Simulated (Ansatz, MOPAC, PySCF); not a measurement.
Complex: NH3 (SMILES N) (first 4 atoms) with C2H6O (SMILES CCO); geometry from B3LYP-D3(BJ)/def2-TZVP, rigid monomers moved along the line of their centres of mass till N1···H13 is 2.69 Å.
(charge 0, multiplicity 1):
| atom | x (Å) | y (Å) | z (Å) |
|---|---|---|---|
| N | 0.0276 | -0.0664 | 0.4609 |
| H | -0.9204 | -0.3453 | 0.2349 |
| H | 0.2749 | 0.7025 | -0.1520 |
| H | 0.6387 | -0.8444 | 0.2399 |
| C | -0.1389 | -1.2377 | 5.0033 |
| C | -0.5211 | 0.2264 | 4.8268 |
| O | 0.3630 | 0.9265 | 3.9734 |
| H | -0.8110 | -1.7358 | 5.7075 |
| H | 0.8820 | -1.3202 | 5.3802 |
| H | -0.1927 | -1.7708 | 4.0508 |
| H | -1.5567 | 0.2973 | 4.4636 |
| H | -0.4875 | 0.7373 | 5.7919 |
| H | 0.2566 | 0.5765 | 3.0675 |

Monomers are frozen at their geometry in the pair; levels with a basis set take the counterpoise correction. Rows marked so take none.

Correlated levels freeze the cores. Rows in 3-21G, 6-311+G**, 6-31G* carry no dispersion term and start afresh at each structure (6-31G* with six Cartesian d functions). MP2/6-31G* freezes PySCF's default core. The state reached by PM6, PM7 isn't checked; PM7 holds dispersion and hydrogen-bond terms.

Programs: Ansatz (Gaussian basis) for Hartree–Fock, density functionals and correlated methods; MOPAC for PM6, PM7 (differences of heats of formation); PySCF for 3-21G rows, 6-311+G** rows, 6-31G* rows, the dispersion terms. 

Other levels give for the interaction energy: PBE/def2-TZVPPD -168.8; B3LYP/def2-TZVPPD -147.8; B3LYP-D3(BJ)/def2-TZVPPD -175.7; wB97M-V/def2-TZVPPD -174.6; CCSD(T)/aug-cc-pVDZ -168.6 meV.

Common cheap choices:

| level | interaction energy (meV) |
|---|---|
| PM6 | -107.4 |
| PM7 | -191.8 |
| HF/6-31G* (no counterpoise) | -201.6 |
| BP86/6-31G* (no counterpoise) | -219.1 |
| B3LYP/3-21G (no counterpoise) | -328.6 |
| B3LYP/6-31G* (no counterpoise) | -230.9 |
| B3LYP/6-311+G** (no counterpoise) | -180.2 |
| MP2/6-31G* (no counterpoise) | -245.2 |

Ansatz is a first-principles code.
